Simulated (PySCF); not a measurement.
A series of related molecules.

All values: CAM-B3LYP/def2-SVPD (PySCF) at PBE0-D3(BJ)/def2-SVP geometries, gas phase, one conformer each. Core orbitals are frozen in the response; Δα² is half the sum of the squared differences of the principal polarisabilities.

(1) Rank by HOMO energy, highest first.
A. AlMe2(NEt2), `[CH3][Al]([N](CC)CC)[CH3]`
B. AlMe2(tBu), `[CH3][Al]([C](C)(C)C)[CH3]`
C. AlMe2(OtBu), `CC(C)([O][Al]([CH3])[CH3])C`
D. AlMe2Ph, `c1ccc[c](c1)[Al]([CH3])[CH3]`

(2) Rank by dipole moment, highest first.
A. AlMe2(NHtBu) (`[CH3][Al]([CH3])[NH]C(C)(C)C`)
B. AlMe2(OtBu) (`[CH3][Al]([CH3])[O]C(C)(C)C`)
C. AlMe2(NEt2) (`CC[N](CC)[Al]([CH3])[CH3]`)
D. AlMe2Ph (`[CH3][Al]([CH3])[c]1ccccc1`)

## Answers

(1) A (-7.49 eV), B (-7.91 eV), D (-8.44 eV), C (-8.74 eV).

(2) B (0.77 D), A (0.58 D), C (0.31 D), D (0.03 D).

All values together:

| SMILES | formula | μ (D) | HOMO (eV) | LUMO (eV) | α (Å³) | Δα (Å³) | electrons | α per electron (Å³) |
| --- | --- | --- | --- | --- | --- | --- | --- | --- |
| [CH3][Al]([CH3])[O]C(C)(C)C | C6H15AlO | 0.77 | -8.74 | 0.40 | 15.19 | 2.70 | 72 | 0.211 |
| [CH3][Al]([CH3])[C](C)(C)C | C6H15Al | 0.24 | -7.91 | 0.39 | 14.92 | 2.57 | 64 | 0.233 |
| [CH3][Al]([CH3])[NH]C(C)(C)C | C6H16AlN | 0.58 | -7.99 | 0.47 | 16.07 | 3.38 | 72 | 0.223 |
| [CH3][Al]([CH3])[c]1ccccc1 | C8H11Al | 0.03 | -8.44 | -0.11 | 17.57 | 9.50 | 72 | 0.244 |
| CC[N](CC)[Al]([CH3])[CH3] | C6H16AlN | 0.31 | -7.49 | 0.49 | 16.11 | 3.57 | 72 | 0.224 |

Conformers: `[CH3][Al]([CH3])[O]C(C)(C)C`; `[CH3][Al]([CH3])[c]1ccccc1`; `CC[N](CC)[Al]([CH3])[CH3]`.
